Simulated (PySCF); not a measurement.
C10H12S.
Cartesian coordinates in Å at the PBE0-D3(BJ)/def2-SVP level; atoms count from 1:
```
atom  x, y, z in Å
C1    -3.0640   -1.3668   -0.1851
C2    -2.4825   -0.1597   -0.0918
C3    -3.3188    1.0870   -0.0300
C4    -1.0101    0.0029   -0.0626
C5    -0.1606   -1.0359    0.3447
C6     1.2220   -0.8932    0.3602
C7     1.8143    0.3143   -0.0310
S8     3.5469    0.6222   -0.0537
C9     4.2522   -0.9463    0.4706
C10    0.9783    1.3688   -0.4248
C11   -0.4010    1.2143   -0.4320
H12   -2.4829   -2.2863   -0.2839
H13   -4.1523   -1.4670   -0.1839
H14   -4.3857    0.8417    0.0575
H15   -3.1936    1.6987   -0.9387
H16   -3.0330    1.7212    0.8245
H17   -0.5914   -1.9803    0.6841
H18    1.8333   -1.7324    0.6939
H19    5.3412   -0.8015    0.4560
H20    3.9951   -1.7605   -0.2229
H21    3.9464   -1.2111    1.4935
H22    1.4181    2.3221   -0.7296
H23   -1.0154    2.0591   -0.7487
```

Method used: PySCF, PBE0-D3(BJ)/def2-SVP geometry optimisation, gas phase.

Take the most abundant isotopes and a rigid rotor. The values belong to one conformer with, in the numbering `[CH2:1]=[C:2]([CH3:3])[c:4]1[cH:5][cH:6][c:7]([S:8][CH3:9])[cH:10][cH:11]1`, C1–C2–C4–C5 -23°, C6–C7–S8–C9 2°.

(1) What are A, B and C (GHz)?

(2) Classify the top.

(3) Is it planar, by Δ = Ic − Ia − Ib?

(4) Give the other two planar moments, Paa and Pbb, and the rms extents of the mass along the axes.

(5) List the rotational levels J(Ka,Kc) to J = 4 (MHz).

(6) Predict some low-J microwave lines.

(7) Estimate the classical rotational partition function at 25 K, 50 K and 200 K.

Results:

(1) Ia = 174.14, Ib = 1117.34, Ic = 1274.57 u·Å²; 505379 MHz·u·Å²/I gives 2902, 452.3 and 396.5 MHz, that is A = 2.9021, B = 0.4523, C = 0.3965 GHz.

(2) A near-prolate asymmetric top. Ray's parameter κ = (2B − A − C)/(A − C) = -0.955; −1 is the prolate and +1 the oblate limit.

(3) Not planar: Δ = Ic − Ia − Ib = -16.91 u·Å². For a rigid frame Δ = −2 Σ m c², so Σ m c² = 8.45 u·Å² lies off the ab plane: 4.54 from hydrogen and 3.91 from heavier atoms. The atom farthest from that plane is 1.30 Å away.

(4) Paa = Σ m a² = (Ib + Ic − Ia)/2 = 1108.89 and Pbb = Σ m b² = (Ia + Ic − Ib)/2 = 165.69 u·Å². With the mass M = 164.07 u, the rms extents √(P/M) along a, b and c are 2.60, 1.00, 0.23 Å.

(5) Above 0(0,0):
J = 1: 1(0,1) 849, 1(1,1) 3299, 1(1,0) 3354
J = 2: 2(0,2) 2546, 2(1,2) 4940, 2(1,1) 5108, 2(2,1) 12457, 2(2,0) 12458
J = 3: 3(0,3) 5088, 3(1,3) 7403, 3(1,2) 7737, 3(2,2) 15004, 3(2,1) 15009, 3(3,1) 27393, 3(3,0) 27393
J = 4: 4(0,4) 8474, 4(1,4) 10684, 4(1,3) 11242, 4(2,3) 18398, 4(2,2) 18412, 4(3,2) 30790, 4(3,1) 30790, 4(4,1) 48133, 4(4,0) 48133
Those of J = 1 are B + C, A + C and A + B.

(6) The dipole components are |μa| = 0.27 D, |μb| = 0.96 D, |μc| = 0.21 D. Intensities carry the squares of the components, which stand as 0.08 : 1.00 : 0.05 (a : b : c). Some lines, for components of 0.1 D or more:

```tsv
type	branch	J(Ka,Kc)	MHz	lower level (cm⁻¹)
a	Q	3(1,2) ← 3(1,3)	335	0.247
c	Q	1(1,1) ← 1(0,1)	2450	0.028
b	Q	1(1,0) ← 1(0,1)	2506	0.028
a	R	3(0,3) ← 2(0,2)	2543	0.085
b	Q	3(1,2) ← 3(0,3)	2649	0.170
b	R	2(1,2) ← 1(0,1)	4092	0.028
c	R	2(1,1) ← 1(0,1)	4259	0.028
b	R	3(1,3) ← 2(0,2)	4857	0.085
c	R	3(1,2) ← 2(0,2)	5192	0.085
b	Q	3(2,1) ← 3(1,2)	7271	0.258
b	Q	2(2,1) ← 2(1,2)	7517	0.165
b	Q	3(2,2) ← 3(1,3)	7601	0.247
b	R	2(2,1) ← 1(1,0)	9103	0.112
c	R	2(2,0) ← 1(1,0)	9104	0.112
b	R	3(3,1) ← 2(2,0)	14935	0.416
```

(7) Point group C1, symmetry number σ = 1; q = (√π/σ)·√((kT/h)³/(ABC)), k/h = 20836.6 MHz/K: 29200 at 25 K, 82600 at 50 K, 661000 at 200 K.

Whether it is a minimum is left open (no frequencies). No vibrational averaging or centrifugal distortion is included, and the geometry carries the error of its method. A rigid rotor knows nothing of internal rotation, which can split or shift real lines.
